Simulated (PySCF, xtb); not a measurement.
CH5O3Sb, SMILES [O](C)[Sb]([OH])[OH].

xtb with GFN2-xTB at its own geometry gives an orbital gap of 5.35 eV and a dipole moment of 1.93 D.

Geometry: B3LYP-D3(BJ)/def2-SVP. The structure was generated by enumeration; whether it is a known compound was not checked. The def2 effective core potentials stand for the cores of Sb; spin–orbit coupling is left out. Other conformers were not sampled.

### Question
What does B3LYP/def2-TZVP (PySCF) give? (An estimate is asked for; the answer gives what the named calculation found.)

### Answer
gap 6.30 eV (levels -7.66 and -1.36 eV), dipole 1.78 D.
